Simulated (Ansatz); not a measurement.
Isomers of CH4ClNOSi, relaxed with PBE0-D4/def2-TZVP in Ansatz; electronic energies, one conformer each and not always the lowest. Functionals use def2-TZVPP; CBS adds triple-zeta CCSD(T) − MP2 to the MP2 limit of def2-TZVPP and def2-QZVPP.

Task: Order them by energy at frozen-core CCSD(T)/CBS, lowest first. (Estimate.)
A. `Cl[SiH]1NCO1`
B. `O[Si]1(Cl)CN1`
C. `N[Si]1(Cl)CO1`

Result: A (0.0 kcal/mol), C (5.0 kcal/mol), B (6.3 kcal/mol).

Task: How do PBE-D4, HF/CBS(def2), r2SCAN-D4, B3LYP-D4 place them (kcal/mol, against `Cl[SiH]1NCO1`)? (Best estimate.)

Result: Computed: 
```tsv
isomer	PBE-D4	HF/CBS(def2)	r2SCAN-D4	B3LYP-D4
`O[Si]1(Cl)CN1`	5.2	11.1	5.3	6.3
`N[Si]1(Cl)CO1`	3.9	9.8	3.7	4.5
```

B3LYP here is the variant with VWN-RPA as its local correlation; programs differ in this.
